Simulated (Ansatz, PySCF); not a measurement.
This Ansatz (a program for electronic structure) input computes a PBE/def2-TZVPD energy:

Ansatz 0.2 input:
```yaml
crystal:
  periodic: [false, false, false]
  atoms:
    - {symbol: Ga, position_ang: [-0.00000000, -0.00000000, -0.40510264]}
    - {symbol: F, position_ang: [0.00000000, 0.00000000, 1.39535353]}
basis:
  gaussian:
    orbitals: def2-TZVPD
hamiltonian:
  xc: {name: PBE}
output: {forces: true}
```

Q: Write an input for the same energy in PySCF and say what it gives.

A: 
```python
from pyscf import gto, scf, dft

mol = gto.M(
    atom='''
    Ga   -0.00000000   -0.00000000   -0.40510264
    F     0.00000000    0.00000000    1.39535353
    ''',
    basis='def2-tzvpd',
    charge=0,
    spin=0,
    verbose=4,
)

mf = dft.RKS(mol, xc='pbe').density_fit(auxbasis='def2-universal-jkfit')
mf.grids.level = 3
mf.conv_tol = 1e-9
mf.max_cycle = 100
mf.max_memory = 1500
mf.kernel()
if not mf.converged:
    mf = mf.newton()
    mf.kernel(mf.make_rdm1())
mf.analyze()
```
It gives -2024.41785 Eh, and Ansatz -2024.41782 Eh, a difference of 0.03 mEh, from the treatment of integrals and grids.
